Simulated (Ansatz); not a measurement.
Abridged output of a molecular run in Ansatz:

```
Functional definition: HF
2044 factors; integrals over basis functions are off by at most 1.5e-3 eV
mean field evaluation 1: about -233913.6972 eV, gradient 2.0e1 eV
mean field evaluation 2: about -233913.7004 eV, gradient 2.0e1 eV
mean field evaluation 4: about -233915.8016 eV, gradient 3.6e0 eV
mean field evaluation 8: about -233915.8304 eV, gradient 6.2e-5 eV
mean field -233915.83042029 eV, -8596.2482141012 hartree, gradient 2.9e-6 eV, S^2 0.000000; 0 other end points of the search recorded, 0 dependent functions left out
41 core orbitals not correlated: weight in the atoms' cores, before any rotation towards them, 1.000 or more for the frozen orbitals, at most 0.000 for the correlated occupied ones
reference -233915.83042029 eV, -8596.2482141012 hartree; 36, 36 occupied and 129, 129 virtual orbitals, 2044 factors
second order -28.54832539 eV of doubles, -0.00000000 eV of singles
cycle   1  -28.74295475 eV  change   -1.9e-1 eV  update   1.4e-1
cycle   2  -29.90982255 eV  change    -1.2e0 eV  update   4.3e-2
cycle   3  -30.00477571 eV  change   -9.5e-2 eV  update   1.8e-2
cycle   4  -29.99563424 eV  change    9.1e-3 eV  update   4.1e-3
cycle   5  -29.99609259 eV  change   -4.6e-4 eV  update   1.1e-3
cycle   6  -29.99508647 eV  change    1.0e-3 eV  update   3.1e-4
cycle   7  -29.99487780 eV  change    2.1e-4 eV  update   8.2e-5
cycle   8  -29.99490619 eV  change   -2.8e-5 eV  update   2.1e-5
perturbative correction -0.90120011 eV, -0.0331184933 hartree
Total energy: -233946.72652659 eV, -8597.3836250655 hartree
```

Its atoms:

Z-matrix (Å, degrees):
```
Ge
Ge 1 2.424
H 1 1.538 2 109.8
H 1 1.538 2 110.0 3 119.2
H 1 1.538 2 111.2 3 -120.3
Si 2 2.379 1 109.9 3 -60.5
H 2 1.540 1 109.8 3 176.8
H 2 1.541 1 108.7 3 59.0
Ge 6 2.379 2 108.1 1 49.0
H 6 1.489 2 109.6 1 -71.5
H 6 1.489 2 110.5 1 169.0
Ge 9 2.424 6 109.9 2 49.0
H 9 1.541 6 109.2 2 -70.3
H 9 1.540 6 111.3 2 170.8
H 12 1.538 9 111.2 6 179.2
H 12 1.538 9 109.7 6 -60.6
H 12 1.538 9 110.1 6 58.6
```

**Question.** Which basis set was used?
A. def2-QZVPP
B. def2-TZVPPD
C. def2-TZVPP
D. def2-SVP

**Answer.** D. It gives 206 functions.

**Question.** Write the keys of the input that set method, charge and spin (a neutral closed shell needs none for the last two).

**Answer.** 
```yaml
correlation: {method: ccsd_t}
```
